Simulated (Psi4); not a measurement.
neopentane (C5H12), singlet, at a GFN2-xTB geometry; Psi4 with PBE/STO-3G.

Input for Psi4:
```
memory 2 GB

molecule mol {
0 1
  C    -0.342155   -0.440932    1.424642
  C     0.000000   -0.000000    0.000000
  C     0.140297    1.523020   -0.042687
  C    -1.116514   -0.436182   -0.950914
  C     1.318372   -0.645907   -0.431040
  H    -1.277917    0.008553    1.749940
  H    -0.446243   -1.522623    1.475778
  H     0.441015   -0.139505    2.116951
  H     0.383913    1.856752   -1.049057
  H    -0.788353    2.001456    0.260981
  H     0.930579    1.853398    0.627991
  H    -2.063690    0.013373   -0.660635
  H    -1.232017   -1.517803   -0.934797
  H    -0.891425   -0.131331   -1.970672
  H     1.238762   -1.730619   -0.407259
  H     2.126021   -0.347501    0.233913
  H     1.579354   -0.344148   -1.443135
}

set basis sto-3g
set reference rks
set scf_type pk
set puream true
set d_convergence 1e-8
set dft_radial_points 99
set dft_spherical_points 590

energy('pbe')
print_variables()
```

The log (banner, timings and long lists left out):

```
   => Loading Basis Set <=

    Name: STO-3G
    Role: ORBITAL
    Keyword: BASIS

         ---------------------------------------------------------
                                   SCF
               by Justin Turney, Rob Parrish, Andy Simmonett
                          and Daniel G. A. Smith
                              RKS Reference
         ---------------------------------------------------------

  ==> Geometry <==

    Molecular point group: c1
    Full point group: C1

    Geometry (in Angstrom), charge = 0, multiplicity = 1:

       Center              X                  Y                   Z               Mass
    ------------   -----------------  -----------------  -----------------  -----------------
         C           -0.342154986021    -0.440931861509     1.424641847530    12.000000000000
         C            0.000000013979     0.000000138491    -0.000000152470    12.000000000000
         C            0.140297013979     1.523020138491    -0.042687152470    12.000000000000
         C           -1.116513986021    -0.436181861509    -0.950914152470    12.000000000000
         C            1.318372013979    -0.645906861509    -0.431040152470    12.000000000000
         H           -1.277916986021     0.008553138491     1.749939847530     1.007825032230
         H           -0.446242986021    -1.522622861509     1.475777847530     1.007825032230
         H            0.441015013979    -0.139504861509     2.116950847530     1.007825032230
         H            0.383913013979     1.856752138491    -1.049057152470     1.007825032230
         H           -0.788352986021     2.001456138491     0.260980847530     1.007825032230
         H            0.930579013979     1.853398138491     0.627990847530     1.007825032230
         H           -2.063689986021     0.013373138491    -0.660635152470     1.007825032230
         H           -1.232016986021    -1.517802861509    -0.934797152470     1.007825032230
         H           -0.891424986021    -0.131330861509    -1.970672152470     1.007825032230
         H            1.238762013979    -1.730618861509    -0.407259152470     1.007825032230
         H            2.126021013979    -0.347500861509     0.233912847530     1.007825032230
         H            1.579354013979    -0.344147861509    -1.443135152470     1.007825032230

  Running in c1 symmetry.

  Rotational constants: A =      0.14948  B =      0.14948  C =      0.14948 [cm^-1]
[...]
   @RKS iter   1:  -195.12691688735444   -2.84296e+00   2.05525e-03 ADIIS/DIIS
   @RKS iter   2:  -195.12575565956004    1.16123e-03   2.27724e-03 ADIIS/DIIS
   @RKS iter   3:  -195.12994372836863   -4.18807e-03   1.50851e-04 ADIIS/DIIS
   @RKS iter   4:  -195.12995540944729   -1.16811e-05   8.60427e-05 DIIS
   @RKS iter   5:  -195.12996150630701   -6.09686e-06   6.72500e-07 DIIS
   @RKS iter   6:  -195.12996150682585   -5.18838e-10   8.01013e-09 DIIS
  Energy and wave function converged.

  ==> Post-Iterations <==

   Electrons on quadrature grid:
      Ntotal   =   42.0000023714 ; deviation = 2.371e-06

    Orbital Energies [Eh]
    ---------------------

    Doubly Occupied:

[...]
    Virtual:

[...]
      37A      0.495993

    Final Occupation by Irrep:
              A
    DOCC [    21 ]
    NA   [    21 ]
    NB   [    21 ]

  @RKS Final Energy:  -195.12996150682585

   => Energetics <=

    Nuclear Repulsion Energy =            199.2709404569284857
    One-Electron Energy =                -657.0972607241391188
    Two-Electron Energy =                 294.0995398328145143
    DFT Exchange-Correlation Energy =     -31.4031810724297387
    Empirical Dispersion Energy =           0.0000000000000000
    VV10 Nonlocal Energy =                  0.0000000000000000
    Total Energy =                       -195.1299615068258504

Computation Completed

Properties will be evaluated at   0.000000,   0.000000,   0.000000 [a0]

Properties computed using the SCF density matrix

 Multipole Moments:

 ------------------------------------------------------------------------------------
     Multipole            Electronic (a.u.)      Nuclear  (a.u.)        Total (a.u.)
 ------------------------------------------------------------------------------------

 L = 1.  Multiply by 2.5417464519 to convert [e a0] to [Debye]
 Dipole X            :          0.0000007           -0.0000008           -0.0000001
 Dipole Y            :         -0.0000036            0.0000034           -0.0000002
 Dipole Z            :          0.0000027           -0.0000027            0.0000001
 Magnitude           :                                                    0.0000002

 ------------------------------------------------------------------------------------

  Variable Map:
  ----------------------------------------------------------------------------
[...]
  Array Variable Map:
  ----------------------------------------------------------------------------
[...]
[...]
```
